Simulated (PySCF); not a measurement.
## Broadened absorption spectrum of C8H10Si

C8H10Si.
Geometry (PBE0-D3(BJ)/def2-SVP, Å), atoms numbered from 1 in this order:
```
atom  x, y, z in Å
C1     4.501    2.064    0.437
C2     3.207    1.408    0.390
C3     2.121    0.860    0.364
C4     0.850    0.219    0.294
C5     0.132   -0.213    1.367
Si6   -1.451   -0.977    0.722
C7    -3.026   -0.135    1.304
C8    -0.978   -0.622   -1.059
C9     0.224   -0.015   -1.043
H10    5.086    1.856   -0.473
H11    4.387    3.157    0.518
H12    5.089    1.724    1.304
H13    0.507   -0.088    2.384
H14   -1.535   -2.446    1.007
H15   -3.907   -0.560    0.799
H16   -3.159   -0.265    2.388
H17   -2.985    0.943    1.085
H18   -1.505   -0.832   -1.993
H19    0.763    0.313   -1.937
```

The calculation used TDDFT wB97X-D/def2-SVPD, vertical, gas phase, core orbitals frozen in the response in PySCF 2.14.0, density-fitted response routines.

Computed states:

```csv
state,E (eV),f
S1,4.17,0.064
S2,4.82,0.0008
S3,5.53,0.315
S4,5.80,0.0011
S5,6.13,0.010
S6,6.23,0.056
S7,6.29,0.038
S8,6.55,0.0038
S9,7.05,0.264
S10,7.16,0.0014
```

Each state is given a Gaussian of 0.4 eV full width at half maximum, with ε(max) = 2.175×10⁸ f / Δν̃ (Δν̃ the width in cm⁻¹). The width is an assumption, not a result. The curve ends short of the highest state used, and states not computed would add to its high-energy end.

Question: What does the envelope look like, and where are its maxima?

Answer: 
E (eV), ε (L mol⁻¹ cm⁻¹) and a bar:
```
     3.57          8 
     3.63         26 
     3.68         63 
     3.74        166 
     3.79        337 
     3.85        703 #
     3.90       1181 ##
     3.95       1818 ###
     4.01       2722 ####
     4.06       3464 #####
     4.12       4126 ######
     4.17       4340 ######
     4.23       4112 ######
     4.28       3575 #####
     4.34       2695 ####
     4.39       1938 ###
     4.44       1280 ##
     4.50        699 #
     4.55        391 #
     4.61        188 
     4.66        109 
     4.72         73 
     4.77         65 
     4.82         63 
     4.88         69 
     4.93         90 
     4.99        176 
     5.04        369 #
     5.10        906 #
     5.15       1801 ###
     5.20       3308 #####
     5.26       6139 #########
     5.31       9349 #############
     5.37      13816 ###################
     5.42      17393 #########################
     5.48      20453 #############################
     5.53      21286 ##############################
     5.59      19927 ############################
     5.64      17164 ########################
     5.69      13589 ###################
     5.75       9245 #############
     5.80       6250 #########
     5.86       3844 #####
     5.91       2874 ####
     5.97       2775 ####
     6.02       3354 #####
     6.07       4293 ######
     6.13       5538 ########
     6.18       6378 #########
     6.24       6840 ##########
     6.29       6657 #########
     6.35       5819 ########
     6.40       4792 #######
     6.46       3479 #####
     6.51       2543 ####
     6.56       1908 ###
```

Maxima: 297 nm (4.17 eV), ε about 4300, made up of S1 (100%); 224 nm (5.53 eV), ε about 21000, made up of S3 (100%); 198 nm (6.25 eV), ε about 6800, made up of S6 (55%) and S7 (36%) (ε in L mol⁻¹ cm⁻¹; maxima over ε = 5, shares over 10%).

Question: What would ε be at 5.53 eV, the highest of these maxima, with half the width (0.2 eV)?

Answer: About 42500 L mol⁻¹ cm⁻¹ against 21300, a factor of about 2.00; a lone state at its own centre would give exactly 2.

Question: On this curve, what absorbance would a 10⁻⁵ mol/L sample give at 193 nm over a 1 cm path?

Answer: 193 nm is 6.424 eV, where ε is about 4300 L mol⁻¹ cm⁻¹, so A = ε c l ≈ 0.043 (Beer–Lambert, with the gas-phase spectrum and the assumed width).

Question: Coming from long wavelengths, where does ε first pass 100 L mol⁻¹ cm⁻¹?

Answer: At about 334 nm (3.71 eV), 0.47 eV below S1.

All these states lie below the vertical ionisation energy of 8.10 eV (ΔSCF).
